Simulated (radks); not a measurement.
The numbers below are computed, except where a source is named.
Effect of the nuclear size on neutral terbium, [Xe] 4f9 6s2. Level of theory: Dirac Kohn-Sham, BLYP, spin-unpolarised, spherical densities, finite nucleus; open shells fill j = l - 1/2 first; Fermi nuclear charge, rms radius 5.06 fm (a radial shooting solver on a logarithmic mesh with Libxc functionals). The rms radius is varied about that value; shifts are against it.

\begin{tabular}{lrrrrrrrrr}
rms radius (fm) & total energy shift (eV) & density at nucleus (e/bohr^3) & 1s1/2 shift (meV) & 2s1/2 shift (meV) & 5s1/2 shift (meV) & 5p1/2 shift (meV) & 6s1/2 shift (meV) & 4f7/2 shift (meV) & 6p1/2 (empty) shift (meV) \\ \hline
4.5236 & -4.51 & 7.076e+05 & -1850 & -241 & -1.80 & 0.213 & -0.075 & 0.347 & 0.061 \\
4.721 & -2.89 & 6.996e+05 & -1190 & -155 & -1.15 & 0.137 & -0.048 & 0.222 & 0.039 \\
5.06 & 0 & 6.87e+05 & 0.000 & 0.000 & 0.000 & 0.000 & 0.000 & 0.000 & 0.000 \\
5.232 & 1.52 & 6.809e+05 & 627 & 81.5 & 0.608 & -0.072 & 0.025 & -0.117 & -0.020 \\
6.0669 & 9.45 & 6.549e+05 & 3890 & 505 & 3.77 & -0.446 & 0.157 & -0.727 & -0.127 \\
\end{tabular}

Slopes of the eigenvalues against <r^2> in GHz/fm^2, as finite differences over the two radii next to the reference (eigenvalue slopes, not the field-shift constants of lines): 1s1/2 86400, 2s1/2 11200, 5s1/2 83.7, 5p1/2 -9.91, 6s1/2 3.48, 4f7/2 -16.1, 6p1/2 (empty) -2.82.
